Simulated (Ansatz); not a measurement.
The same path of BH4NO2 (8 atoms, charge 0, multiplicity 1) was run twice with different band settings. Lost on the way: O3–H7. Made: N1–H7.

Computed with RKS PBE-D4/def2-SVP in Ansatz 0.2.0.

Relaxed end points:

```xyz
8
Properties=species:S:1:pos:R:3
N -0.652 0.951 0.054
B 0.249 -0.146 -0.050
O 1.559 0.115 -0.401
O -0.107 -1.468 0.183
H -1.639 0.878 0.286
H -0.341 1.902 -0.134
H 2.063 -0.716 -0.428
H -1.039 -1.574 0.434
```

```xyz
8
Properties=species:S:1:pos:R:3
N -0.018 0.942 0.321
B 0.182 -0.522 -0.510
O 0.726 -0.463 -1.648
O -0.357 -1.456 0.379
H -1.013 1.169 0.472
H 0.408 1.665 -0.275
H 0.441 0.941 1.244
H -0.277 -2.333 -0.037
```

Common settings: spring 5.0 eV/Å²; optimiser quadratic models (default); start path through a guess of the saddle point; force threshold 0.05 eV/Å; iteration limit 60; end points relaxed.

| run | movable images | climbing image |
| --- | --- | --- |
| 1 | 7 | yes |
| 2 | 1 | no |

**Question.** What does each run give, and how far can it be trusted?

**Answer.** Run 1: converged after 25 iterations, highest image 1.641 eV above the first end. The profile has 4 maxima (images 1, 3, 5, 7) with wells between them (images 2, 4, 6): this band takes more than one step, which may be the mechanism or a detour left from its start path. Neighbouring images differ by up to 1.4 eV, so the band resolves the path poorly. A vibrational analysis at the climbing image gives one clearly imaginary mode, 1289i cm⁻¹: a first-order saddle point.
Run 2: converged after 21 iterations, highest image 1.113 eV above the first end. The highest image is an end point: on this band no image between the ends rises above it. So few images can step over the top or miss a turn of the path.
The orbitals stay closed-shell, which can raise the energy where a bond breaks towards radicals; this wasn't checked here.
